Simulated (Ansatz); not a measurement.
C4GeN4O4 (`O=C=[N][Ge]([N]=C=O)([N]=C=O)[N]=C=O`). The species carries charge 0 and has multiplicity 1. The structure was optimised at the PBE0-D4/def2-TZVP level. It is one conformer, not always the lowest.

```xyz
13

O    -1.583    1.885   -2.761
C    -1.215    1.574   -1.708
N    -0.869    1.323   -0.578
Ge    0.047   -0.013    0.211
N     0.519   -1.207   -1.054
C     1.114   -2.256   -1.087
O     1.672   -3.265   -1.203
N    -0.952   -0.804    1.476
C    -2.127   -0.915    1.724
O    -3.235   -1.066    2.028
N     1.504    0.626    1.043
C     2.204    1.605    0.962
O     2.922    2.514    0.947
```

(1) What is the dipole moment at r2SCAN/def2-TZVPP? (Best estimate.)

(2) And with PBE, B3LYP, ωB97M-V? (Estimate.)

(3) Give the Mulliken charges with r2SCAN, ωB97M-V, B3LYP in def2-TZVPP. (Estimate.)

Answers

(1) Computed: 0.22 D, with components (0.05, -0.02, 0.22) D in this frame, pointing from negative to positive charge.

(2) The calculation gave: PBE 0.22 D, B3LYP 0.24 D, ωB97M-V 0.19 D.

(3) Ansatz gave: 
| atom | r2SCAN | ωB97M-V | B3LYP |
| --- | --- | --- | --- |
| O1 | -0.19 | -0.19 | -0.17 |
| C2 | 0.31 | 0.33 | 0.25 |
| N3 | -0.30 | -0.32 | -0.26 |
| Ge4 | 0.69 | 0.70 | 0.68 |
| N5 | -0.29 | -0.31 | -0.26 |
| C6 | 0.31 | 0.33 | 0.25 |
| O7 | -0.19 | -0.19 | -0.17 |
| N8 | -0.28 | -0.30 | -0.24 |
| C9 | 0.31 | 0.33 | 0.25 |
| O10 | -0.19 | -0.20 | -0.17 |
| N11 | -0.28 | -0.30 | -0.24 |
| C12 | 0.31 | 0.33 | 0.25 |
| O13 | -0.19 | -0.20 | -0.17 |

B3LYP here is the variant with VWN-RPA as its local correlation; programs differ in this.
